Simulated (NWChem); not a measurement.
System: SiSbH3Cl2; SMILES [Cl][Sb]([SiH3])[Cl]

Program: NWChem. All runs use the structure optimised with PBE0/def2-SVP. Not confirmed as a minimum by frequencies. def2 effective core potentials on Sb; no spin-orbit coupling. Ions are spin-unrestricted doublets at the neutral geometry; other ion states weren't tried.

For level PBE/def2-SVP:

| Quantity | Result |
|---|---|
| vertical ionisation energy, ΔSCF (eV) | 8.86 |
| −ε(HOMO) (eV) | 6.16 |

Q: What are these values for level PBE0/def2-SVP?

A: 
- vertical ionisation energy, ΔSCF (eV): 9.20
- −ε(HOMO) (eV): 7.29
